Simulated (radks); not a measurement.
The numbers below are computed, except where a source is named.
Problem. The mean radii <r> (bohr) of the occupied orbitals of an atom or ion are listed with their occupations. Code: a radial shooting solver on a logarithmic mesh with Libxc functionals. Model: Dirac Kohn-Sham, PBE, spin-unpolarised, spherical densities, finite nucleus; Fermi nuclear charge, rms radius of each element as measured or else 0.836 A^(1/3) + 0.57 fm.

orbital  occ.      <r>
1s1/2       2  0.02112
2s1/2       2  0.08922
2p1/2       2  0.07438
2p3/2       4  0.08143
3s1/2       2   0.2341
3p1/2       2   0.2238
3p3/2       4   0.2371
3d3/2       4   0.2096
3d5/2       6   0.2138
4s1/2       2   0.5300
4p1/2       2   0.5405
4p3/2       4   0.5711
4d3/2       4   0.6038
4d5/2       6   0.6147
5s1/2       2    1.301
5p1/2       2    1.466
5p3/2       4    1.568
4f5/2       6   0.8595
4f7/2       4   0.8777

Name the element and its charge. Open shells, if any, fill j = l - 1/2 first.

Solution. Z = 66, dysprosium, charge +2: Dy2+ in [Xe] 4f10. The 1s radius gives Z: for a bare nucleus <r> = (2 gamma + 1)/(2Z) with gamma = sqrt(1 - (Z/c)^2), 0.02085 bohr for Z = 66, and screening makes it slightly larger (0.02112 here). The occupations add up to 64, and the charge is Z minus that.
